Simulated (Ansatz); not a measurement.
A structure relaxed at PBE-D4/def2-SVP in Ansatz, charge 0, singlet:

```xyz
15

Hg    0.033   -2.325    0.543
Hg    0.373    0.622   -2.419
Hg    2.739   -2.602   -2.022
Hg   -0.283    3.337    0.349
Hg   -2.694    0.253   -0.685
Hg   -0.858    0.627    3.086
Te    0.915    1.044    1.100
Te    0.032   -2.510   -2.145
Te   -1.999    1.958   -2.594
Br   -3.073   -1.449    1.118
Br    5.148   -3.107   -1.822
Br   -2.438    0.500    4.979
Br    2.942    0.540   -2.416
Br   -1.251    5.576   -0.091
Br    0.413   -2.466    3.018
```

Task: Give its formula.

Result: Hg6Te3Br6.

Task: Summarise the bond lengths by kind (pairs closer than 1.2 times the sum of covalent radii, bridged metal pairs left out).

Result: 7 × Hg–Te 2.65 to 3.16 Å; 6 × Br–Hg 2.47 to 2.57 Å.

In the def2 sets Hg, Te take a core potential; there is no spin–orbit coupling. Single mean-field runs in def2-SVP are fitted with def2-universal-jkfit. Another isomer (singlet) lies 0.36 eV lower at PBE0-D4/def2-TZVP; other spin states weren't run for this one.
